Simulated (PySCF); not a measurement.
# Caesium: a sound run and one with changed settings

Sound run: Cs²⁺ [Kr] 4d10 5s2 5p5, Cs³⁺ [Kr] 4d10 5s2 5p4. Calculation: PySCF 2.14, in def2-SVP with the def2 core potential (46 electrons) (5s3p2d, 24 functions); scalar relativity through the core potential. The sound run starts from symmetry-adapted Hartree-Fock orbitals and uses a fine grid where one is needed.

Changed run: initial guess atom, at most 3 SCF cycles. This setting is unsound on purpose.

| species | method | sound run (hartree) | changed run (hartree) | converged |
| --- | --- | --- | --- | --- |
| Cs²⁺ | UHF | -18.88852 | -18.88851 | no |
| Cs²⁺ | r2SCAN | -19.13532 | -19.13532 | no |
| Cs²⁺ | LDA | -19.05114 | -19.05114 | no |
| Cs³⁺ | UHF | -17.69403 | -17.69402 | no |
| Cs³⁺ | r2SCAN | -17.89892 | -17.89892 | no |
| Cs³⁺ | LDA | -17.81935 | -17.81935 | no |

The SCF was stopped early; the energies are upper bounds that still move, and correlated levels were skipped or rest on poor orbitals.
